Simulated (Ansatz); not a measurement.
Reaction (redistribution): `[NH2][Al]([NH2])[Br]` + `CN(C)[SiH](O)O` → `[NH2][AlH][NH2]` + `CN(C)[Si](O)(O)Br`

Program: Ansatz. Geometries: PBE0-D4/def2-TZVP. ΔE: electronic, gas phase. CCSD(T)/CBS adds triple-zeta CCSD(T) − MP2 to the extrapolated MP2 energy (def2 sets, frozen cores). This one scheme is used for every species. Functionals use def2-TZVPP. B3LYP here is the variant with VWN-RPA as its local correlation; programs differ in this. For Br outer-core shells are correlated without core-valence functions, which leaves a few kJ/mol of doubt a bond. Scalar relativity is left out up to krypton. One conformer a species, not always the lowest.

```
             level  ΔE (kcal/mol)  difference from CCSD(T)/CBS
            PBE-D4           10.8                         -1.9
           PBE0-D4           11.9                         -0.8
           ωB97X-V           12.3                         -0.4
           ωB97M-V           11.9                         -0.8
               PBE           11.7                         -1.0
            r2SCAN           12.6                         -0.1
              PBE0           12.7                          0.0
             B3LYP           13.4                          0.7
    MP2/def2-TZVPP           13.1                          0.4
   CCSD/def2-TZVPP           13.9                          1.2
CCSD(T)/def2-TZVPP           13.3                          0.6
     HF/def2-QZVPP           15.6                          2.9
    MP2/def2-QZVPP           12.7                          0.0
SCS-MP2/def2-QZVPP           13.2                          0.5
      HF/CBS(def2)           15.6                          2.9
    CCSD/CBS(def2)           13.3                          0.6
       CCSD(T)/CBS           12.7                            0
```

Largest T1 diagnostic among the species: 0.011.

The D4 term adds −1.4 kcal/mol with B3LYP and −0.8 kcal/mol with PBE0; it sums over pairs of atoms, weighted by their polarisabilities, and B3LYP, whose exchange is more repulsive, gets the larger term. In def2-TZVPP, CCSD(T) changes the Hartree–Fock value by −2.3 kcal/mol (the triples alone add −0.5 kcal/mol) and MP2 by −2.6 kcal/mol.
